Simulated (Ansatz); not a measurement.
`[CH3][Ga]([CH3])[BH]Cl` and `[CH3][Ga]([CH3])[F]` differ in one atom or group.

Ansatz, PBE0-D4/def2-TZVP geometries, multiplicity 1. Each molecule was computed in one conformer, which needn't be the lowest.

Scalar relativity is left out up to krypton.

```tsv
property	`[CH3][Ga]([CH3])[BH]Cl`
LUMO energy (PBE0/def2-TZVPP) / eV	-1.81
size of the dipole moment (ωB97M-V/def2-TZVPP) / D	0.93
size of the dipole moment (PBE/def2-TZVPP) / D	0.97
HOMO–LUMO gap (ωB97M-V/def2-TZVPP) / eV	9.17
HOMO energy (B3LYP/def2-TZVPP) / eV	-6.69
HOMO–LUMO gap (PBE/def2-TZVPP) / eV	2.97
```

(1) Give the same properties after the change, and the shifts. (An estimate is asked.)

Answers

(1) Ansatz gave: 
```tsv
property	`[CH3][Ga]([CH3])[F]`	shift
LUMO energy (PBE0/def2-TZVPP) / eV	-0.57	1.24
size of the dipole moment (ωB97M-V/def2-TZVPP) / D	2.80	1.87
size of the dipole moment (PBE/def2-TZVPP) / D	2.70	1.73
HOMO–LUMO gap (ωB97M-V/def2-TZVPP) / eV	11.30	2.13
HOMO energy (B3LYP/def2-TZVPP) / eV	-7.78	-1.09
HOMO–LUMO gap (PBE/def2-TZVPP) / eV	5.31	2.34
```

With PBE0 the HOMO falls by 1.12 eV and the LUMO rises by 1.24 eV, so the gap widens by about 2.36 eV. PBE moves the HOMO by -1.00 eV and ωB97M-V by -1.19 eV. Dipoles are sizes alone; their direction can turn.

B3LYP here is the variant with VWN-RPA as its local correlation; programs differ in this.
